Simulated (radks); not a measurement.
Calculated with a radial shooting solver on a logarithmic mesh with Libxc functionals: non-relativistic Kohn-Sham, LDA (Slater exchange, VWN5 correlation), spin-polarised, spherical densities, point nucleus; open shells are filled with parallel spins first (spin-orbit coupling, left out, can overturn this in heavy ions). Response by self-consistent Sternheimer equations with the Hartree and adiabatic LDA kernel. For heavy and open-shell atoms this level of theory can miss by tens of per cent. Estimate the static dipole polarisabilities of Ag6+ ([Kr] 4d5) and Ag5+ ([Kr] 4d6) and the C6 coefficients of the three pairs.

Answer. alpha = 1.700 and 2.164 bohr^3; C6 = 5.243 (Ag6+-Ag6+), 6.284 (Ag6+-Ag5+), 7.550 (Ag5+-Ag5+) hartree bohr^6.
